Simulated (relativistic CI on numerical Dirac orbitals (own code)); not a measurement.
# What each ingredient does to the levels of Pr XIX

Base calculation: Dirac-Coulomb-Breit CI, separate exchange-only KLI orbitals for each configuration, model QED, unscaled Slater integrals.

Configuration list (outside the closed core [Ar] 3d10): 4s²4p⁶4d⁵, 4s²4p⁵4d⁶, 4s²4p⁶4d⁴4f, 4s4p⁶4d⁵4f, 4p⁶4d⁷, 4p⁵4d⁸, 4s²4p⁶4d³5s², 4s²4p⁶4d²4f5s², 4s4p⁶4d³4f5s². Double excitations out of closed p, d and f shells are left out; levels of such configurations are missing from the list, as are those of other unlisted configurations, and high levels can miss mixing partners.

Variants: (1) Breit term removed; (2) non-relativistic limit. Shifts of the energy above 4s²4p⁶4d⁵ ⁶S5/2, in cm⁻¹, for the lowest level and the first level of each name with at least 55 % of one term (blank where a level changes its place among those of its configuration and J or its character, or is not in the variant):

| Level | Base | Δ(1) | Δ(2) |
| --- | --- | --- | --- |
| 4s²4p⁶4d⁵ ⁶S5/2 | 0 | 0 | 0 |
| 4s²4p⁶4d⁵ ⁴G7/2 | 60103 | +123 | +2397 |
| 4s²4p⁶4d⁵ ⁴G11/2 | 63197 | +526 | -697 |
| 4s²4p⁶4d⁵ ⁴G9/2 | 67315 | +519 | -4816 |
| 4s²4p⁶4d⁵ ⁴P1/2 | 72947 | +211 | -213 |
| 4s²4p⁶4d⁵ ⁴D7/2 | 83510 | +637 | -6966 |
| 4s²4p⁶4d⁵ ²I11/2 | 94292 | +1023 | -4324 |
| 4s²4p⁶4d⁵ ⁴D1/2 | 97393 | +891 | -20848 |
| 4s²4p⁶4d⁵ ²I13/2 | 104212 | +1454 | -14245 |
| 4s²4p⁶4d⁵ ²G7/2 | 127382 | +1113 |  |
| 4s²4p⁶4d⁵ ²D3/2 | 135432 | +1172 |  |
| 4s²4p⁶4d⁵ ²S1/2 | 146305 | +771 | -14203 |
| 4s²4p⁶4d⁵ ²H11/2 | 148772 | +2122 | -38544 |
| 4s²4p⁶4d⁵ ²P3/2 | 203042 | +590 | -8568 |
| 4s²4p⁶4d⁵ ²P1/2 | 218467 | +1274 | -23993 |
| 4s²4p⁵4d⁶ ⁶F°11/2 | 817743 | +2526 | -27197 |
| 4s²4p⁵4d⁶ ⁴H°13/2 | 873761 | +3166 | -41725 |
| 4s²4p⁵4d⁶ ⁴I°15/2 | 899427 | +3419 | -39220 |

At this charge energies of transitions that change n are usually good to better than 1 %, and those within a shell (Δn = 0) to a few per cent. Terms inside the open d or f shell come out 10 to 20 % too wide with unscaled integrals.

Ionisation energy from the two ground configurations alone: base 516.177 eV. The NIST ASD value (theoretical) is 516 eV.

LS names give the leading component of a level, which can be under half, so a name can repeat, a term be missing and a line seem to break the LS rules.
